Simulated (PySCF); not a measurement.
# What a mistake does to a calculation on AlBGeH8Si

Calculated results; nothing here was measured. The program is PySCF 2.14.0, an open-source quantum chemistry code, run on an isolated molecule that a program drew, which may never have been made. The molecule is AlBGeH8Si (charge 0, singlet), drawn as the SMILES string `[AlH2][BH][SiH2][GeH3]`.

Each row is a Hartree-Fock (HF) and frozen-core CCSD(T) single point in the cc-pV(D+d)Z basis, meant for a local HF minimum. Run 1 is clean. Each other run has one planted mistake out of seven kinds, and not every kind appears here: one electron removed, one electron added, multiplicity raised by two, geometry at a saddle point, minimal basis STO-3G, one bond length entered in bohr, all coordinates scaled. The reference is restricted for singlets and unrestricted otherwise, and also for a bond in bohr. Adding or removing an electron swaps singlet and doublet. Electrons count all cores. HOMO and LUMO are orbital energies over both spins, the gradient is its largest component, and the lowest frequency (negative if imaginary) is given only where the gradient is small. Bond lengths are over the 11 bonds as drawn. T1 is the CCSD diagnostic: over 0.02 (restricted) or 0.045 (unrestricted) a single reference is doubtful. Germanium has the cc-pVDZ-PP basis, with a core potential (ECP10MDF) in place of its 10 inner electrons, and its 3s, 3p and 3d shells are frozen in CCSD(T).

Geometry of the clean run:
```xyz
12
AlBGeH8Si, angstrom
Al    1.1053    0.3057   -2.0839
B     0.2109    0.9647   -0.2495
Si    0.1510   -0.0590    1.5072
Ge   -2.0049   -1.1464    1.6491
H     2.5941    0.7196   -2.4427
H     0.3052   -0.6107   -3.1016
H    -0.3703    2.0213   -0.2203
H     1.1862   -1.1216    1.6131
H     0.2933    0.8253    2.6930
H    -3.1401   -0.1149    1.6234
H    -2.1121   -1.9529    2.9490
H    -2.2100   -2.1076    0.4700
```

| run | electrons | basis functions | <S^2> | HOMO (eV) | LUMO (eV) | gradient (hartree/bohr) | lowest frequency (cm^-1) | mean bond (Å) | longest bond (Å) | T1 | HF (hartree) | CCSD(T) (hartree) | mistake |
|---|---|---|---|---|---|---|---|---|---|---|---|---|---|
| 1 | 72 | 123 | 0.000 | -9.68 | 0.77 | 7.8e-06 | 29 | 1.6865 | 2.419 | 0.0144 | -853.51682 | -853.95297 | no fault |
| 2 | 72 | 123 | 2.020 | -7.70 | -1.07 | 2.9e-02 | - | 1.6865 | 2.419 | 0.0211 | -853.44104 | -853.86925 | multiplicity raised by two |
| 3 | 72 | 123 | 0.857 | -8.65 | 0.39 | 8.0e-03 | - | 1.8067 | 2.808 | 0.0391 | -853.41191 | -853.83716 | one bond length entered in bohr |
| 4 | 73 | 123 | 0.762 | -1.51 | 5.27 | 3.2e-02 | - | 1.6865 | 2.419 | 0.0140 | -853.52748 | -853.98445 | ? |

**Which mistake was planted in run 4, and what did it cost?**

It counts 73 electrons, one more than the clean run, at the same geometry and basis. So the mistake is: one electron added. Subtracting run 1 and multiplying by 627.51 kcal/mol a hartree, the energy moved by -6.7 kcal/mol in HF and -19.8 kcal/mol in CCSD(T).

